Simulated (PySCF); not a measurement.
# Au³⁺ (gold, charge +3) across methods

[Xe] 4f14 5d8, high-spin 3F determinant. Computed with PySCF 2.14 in ANO-RCC-VTZP (8s7p5d3f1g, 84 functions), with scalar relativity by spin-free X2C-1e.

```csv
method,E (hartree),mean ε 5p β (eV),mean ε 5d α (eV),mean ε 5d β (eV),Σ⟨r²⟩ (bohr²),⟨S²⟩
PBEsol,-19005.91,-95.263,-41.320,-40.039,37.62,2.000
PBE0,-19011.41,-98.833,-43.331,-41.965,37.49,2.001
LDA,-18999.85,-95.620,-41.508,-40.264,37.68,2.000
M06-2X,-19013.60,-103.09,-45.206,-43.951,37.47,2.001
r2SCAN,-19011.67,-96.523,-41.700,-40.420,37.44,2.001
PBE,-19011.66,-95.187,-41.297,-40.045,37.64,2.001
UHF,-19005.98861,-108.36,-48.347,-46.549,37.34,2.003
```

(1) Estimate the same row for BLYP.

Spin-orbit coupling, absent here, splits the open shell strongly.

Results:

(1) E (hartree) = -19012.71; mean ε 5p β (eV) = -95.072; mean ε 5d α (eV) = -41.093; mean ε 5d β (eV) = -39.936; Σ⟨r²⟩ (bohr²) = 37.77; ⟨S²⟩ = 2.001.
